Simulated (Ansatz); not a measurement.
Total energies of Tl2H2⁻ from Ansatz at PBE-D4/def2-TZVPD, gas phase (1 Eh = 27.2114 eV = 2625.5 kJ/mol). The reference geometry is relaxed at r2SCAN-D4/def2-TZVPD.

```xyz
4

Tl   -0.2698    1.5534   -0.0133
Tl   -0.0656   -1.4453    0.6269
H    -0.9354   -0.2506   -0.8752
H     1.2708    0.1424    0.2617
```

```tsv
state	geometry	energy (Eh)
charge -1 doublet	reference	-346.33500
charge 0 singlet	reference	-346.30012
charge -1 quartet	relaxed at r2SCAN-D4/def2-TZVPD	-346.24174
```

In the def2 sets Tl takes a core potential; there is no spin–orbit coupling.

**Question.** Work out the vertical ionisation energy to the singlet.

**Answer.** E(charge 0 singlet) − E(charge -1 doublet) = -346.30012 − (-346.33500) = 0.03488 Eh = 0.95 eV. For comparison, −ε of the highest occupied level of the spin that leaves is -1.10 eV at this level, 2.05 eV less.

**Question.** Which of the charge -1 states is lowest, and how far above it are the others?

**Answer.** The doublet. quartet: -346.24174 − (-346.33500) = 0.09326 Eh = 244.9 kJ/mol.

At PBE-D4/def2-TZVPD the highest occupied level of the charge -1 doublet lies above zero (up to 1.10 eV). By energy differences its removal costs 0.95 eV (vertical, to the charge 0 singlet, at PBE-D4/def2-TZVPD); a positive level beside a positive removal energy at the same level points to self-interaction error. At PBE-D4/def2-TZVPD the highest occupied level of the charge -1 quartet lies above zero (up to 1.80 eV). It is a level of α spin, whose loss leaves a triplet; that state wasn't run at this geometry and level. The electron is either unbound and held by the finite basis, or the level is raised by self-interaction error. At PBE-D4/def2-TZVPD the gap within one spin of the charge -1 quartet nearly closes, so an electron or hole may be smeared out by delocalisation error. 

The structure comes from a short search, and lower isomers may exist.
